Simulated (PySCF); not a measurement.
Bonds (- single, = double, # triple, : aromatic): C1-O2 1.413 Å, O2-C3 1.330 Å, C3=C4 1.348 Å, C4-C5 1.446 Å, C5-F6 1.333 Å, C5=C7 1.345 Å, C7-F8 1.336 Å, C7-P9 1.818 Å, P9=O10 1.459 Å, P9-C3 1.844 Å. C1 carries H11, H12, H13; C4 carries H14; P9 carries H15. Stereochemistry as in COC1=CC(F)=C(F)[P@@H]1=O.

[PySCF 2.14: σ from GIAO-PBE0/pcSseg-1; GFN2-xTB structure; one conformer; no relativistic terms; one averaged value for each set of equivalent atoms; in vacuum]

**Question.** List the cross peaks expected in HSQC, COSY and HMBC spectra.

**Answer.** 

HSQC (one-bond C–H):
```tsv
δH	δC
5.64 (H14)	108.4 (C4)
4.22 (H11/H12/H13)	62.7 (C1)
```

HMBC (two and three bonds, from the bond graph):
```tsv
δH	δC
7.83 (H15)	160.7 (C3), 159.2 (C5), 141.0 (C7), 108.4 (C4)
5.64 (H14)	160.7 (C3), 159.2 (C5), 141.0 (C7)
4.22 (H11/H12/H13)	160.7 (C3)
```

No COSY cross peaks are expected.

Chemical shifts δ = σref − σ; ¹H (31.72 ppm) and ¹³C (186.93 ppm) against TMS, all at this level.

Short H···H contacts in this conformer between protons four or more bonds apart (candidates for NOE cross peaks, intensity ∝ r⁻⁶): H13···H15 2.62 Å.

Shifts are as computed. Against solution values, carbons near 30 ppm lie about +3 ppm off and those near 130 ppm about +5 ppm. Of 1211 compounds with measured shifts, 218 miss one by over three times the rms of a fit or turn the order of signals round; such compounds aren't used in these exercises.
